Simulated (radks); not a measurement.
Xe29+, configuration [Ar] 3d7. Method: scalar-relativistic Kohn-Sham, PBE, spin-polarised, spherical densities, finite nucleus; open shells are filled with parallel spins first (spin-orbit coupling, left out, can overturn this in heavy ions); Fermi nuclear charge, rms radius 4.7859 fm; computed with a radial shooting solver on a logarithmic mesh with Libxc functionals. Some entries of the table are withheld. Estimate them.

orbital,occ.,eigenvalue (eV),<r> (bohr)
1s up,1,-35549.47,0.02666
1s down,1,-35549.39,0.02666
2s up,1,-6504.586,0.1142
2s down,1,-6495.763,0.1141
2p up,3,-5960.418,0.09991
2p down,3,-5953.727,0.09980
3s up,1,-2132.120,0.2946
3s down,1,-2122.211,0.2951
3p up,3,-1956.938,(1)
3p down,3,-1946.755,(2)
3d up,5,-1713.550,0.2616
3d down,2,-1701.124,0.2624

Answer. 
(1) 3p up <r> (bohr): 0.2897
(2) 3p down <r> (bohr): 0.2904
